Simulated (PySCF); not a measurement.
OPb, SMILES [O]=[Pb] (connectivity only; charge and spin as stated), neutral, multiplicity 1. Coordinates come from a PBE-D3(BJ)/def2-TZVP optimisation. The def2 effective core potentials stand for the cores of Pb; spin–orbit coupling is left out.

Calculation: PBE-D3(BJ)/def2-TZVP (PySCF).

Harmonic wavenumbers (cm⁻¹): 725. Rotational constants (GHz): 9.053 (linear); symmetry number 1.

Work out the zero-point energy and the ideal-gas rigid-rotor harmonic-oscillator thermochemistry at 298.15 K and 1 atm.

ZPE = ½ Σ hcν = ½ × 725 cm⁻¹ = 1.04 kcal/mol. H − E(el) = 3.17 kcal/mol. Entropy in cal/(mol K): translation 42.11, rotation 14.97, vibration 0.28, total 57.36. G − E(el) = -13.93 kcal/mol. Cp = 7.74 cal/(mol K).
